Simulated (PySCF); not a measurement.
I$_{2}$In, charge +1, singlet, geometry from GFN2-xTB (such geometries of metal compounds can be far from the true shape) (core potentials on I, In). Base run: TPSS/def2-SV(P) (PySCF).

PySCF was given this input:
```python
from pyscf import gto, scf, dft

mol = gto.Mole()
mol.atom = '''
    In    0.000000    0.000000    0.000000
    I    -0.000000   -0.000000   -2.718546
    I     0.000000    0.000000    2.718546
'''
mol.basis = 'def2-sv(p)'
mol.ecp = {'I': 'def2-sv(p)', 'In': 'def2-sv(p)'}
mol.charge = 1
mol.spin = 0
mol.verbose = 4
mol.build()

mf = dft.RKS(mol)
mf.xc = 'tpss'
mf.kernel()
```

Each row names what was changed in the base input (with any setting that the change needs).

```json
[
 {"change": "base", "E (Eh)": "-785.04840", "HOMO (eV)": "-11.74", "HOMO-LUMO gap (eV)": "1.80", "core-seconds (rough)": "5"},
 {"change": "functional = bp86", "E (Eh)": "(withheld)", "HOMO (eV)": "(withheld)", "HOMO-LUMO gap (eV)": "(withheld)", "core-seconds (rough)": "3"},
 {"change": "functional = pbe", "E (Eh)": "-785.32687", "HOMO (eV)": "-11.65", "HOMO-LUMO gap (eV)": "1.65", "core-seconds (rough)": "3"},
 {"change": "functional = b97m_v", "E (Eh)": "-785.31828", "HOMO (eV)": "-11.90", "HOMO-LUMO gap (eV)": "2.09", "core-seconds (rough)": "80"},
 {"change": "functional = pbe0", "E (Eh)": "(withheld)", "HOMO (eV)": "(withheld)", "HOMO-LUMO gap (eV)": "(withheld)", "core-seconds (rough)": "3"},
 {"change": "functional = o3lyp", "E (Eh)": "(withheld)", "HOMO (eV)": "(withheld)", "HOMO-LUMO gap (eV)": "(withheld)", "core-seconds (rough)": "4"},
 {"change": "functional = r2scan", "E (Eh)": "(withheld)", "HOMO (eV)": "(withheld)", "HOMO-LUMO gap (eV)": "(withheld)", "core-seconds (rough)": "5"},
 {"change": "functional = m06l", "E (Eh)": "-785.83310", "HOMO (eV)": "-11.67", "HOMO-LUMO gap (eV)": "1.95", "core-seconds (rough)": "5"},
 {"change": "functional = scan", "E (Eh)": "-785.59979", "HOMO (eV)": "-11.99", "HOMO-LUMO gap (eV)": "1.94", "core-seconds (rough)": "5"},
 {"change": "functional = hf", "E (Eh)": "-782.35697", "HOMO (eV)": "-15.19", "HOMO-LUMO gap (eV)": "8.97", "core-seconds (rough)": "0.8"},
 {"change": "functional = lda,vwn", "E (Eh)": "-784.21290", "HOMO (eV)": "-11.84", "HOMO-LUMO gap (eV)": "1.53", "core-seconds (rough)": "2"},
 {"change": "functional = x3lyp", "E (Eh)": "-785.39943", "HOMO (eV)": "-12.52", "HOMO-LUMO gap (eV)": "3.08", "core-seconds (rough)": "3"},
 {"change": "functional = b3lyp; dispersion = d3bj", "E (Eh)": "-785.60821", "HOMO (eV)": "-12.49", "HOMO-LUMO gap (eV)": "2.96", "core-seconds (rough)": "4"}
]
```

Question: Fill in the missing entries.

Answer: 
- functional = bp86, E (Eh): -785.72781
- functional = bp86, HOMO (eV): -11.78
- functional = bp86, HOMO-LUMO gap (eV): 1.60
- functional = pbe0, E (Eh): -785.37158
- functional = pbe0, HOMO (eV): -12.77
- functional = pbe0, HOMO-LUMO gap (eV): 3.44
- functional = o3lyp, E (Eh): -786.15910
- functional = o3lyp, HOMO (eV): -12.03
- functional = o3lyp, HOMO-LUMO gap (eV): 2.50
- functional = r2scan, E (Eh): -785.64427
- functional = r2scan, HOMO (eV): -11.98
- functional = r2scan, HOMO-LUMO gap (eV): 1.98

Absolute energies of different levels of theory aren't comparable as measures of quality.
